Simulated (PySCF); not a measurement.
phosphorus nitride cation (NP), SMILES N#P (connectivity only; charge and spin as stated), charge +1, multiplicity 2. Atoms are numbered in the order given.

```xyz
2

N      0.0000     0.0000    -1.0072
P      0.0000     0.0000     0.4700
```
Charge +1, spin multiplicity 2.

Coordinates come from a r2SCAN-D4/def2-TZVPD optimisation. The multiplicity is an assumed one; other spin states were not compared.

These are PySCF with B3LYP/def2-TZVPD values and carry that method's errors.

Mulliken values depend strongly on the basis, most of all with diffuse functions as here. ESP charges are fitted to the potential on shells at 1.4 to 2.0 van der Waals radii. Atomic charges (e):

| atom | ESP fit | Mulliken | Mulliken spin |
|---|---|---|---|
| N1 | [?] | 0.14 | 0.96 |
| P2 | [?] | 0.86 | 0.04 |

Task: Some entries are withheld; supply them. (An estimate is asked for; the answer gives what the named calculation found.)

Result: 
- N1, ESP fit: 0.04
- P2, ESP fit: 0.96
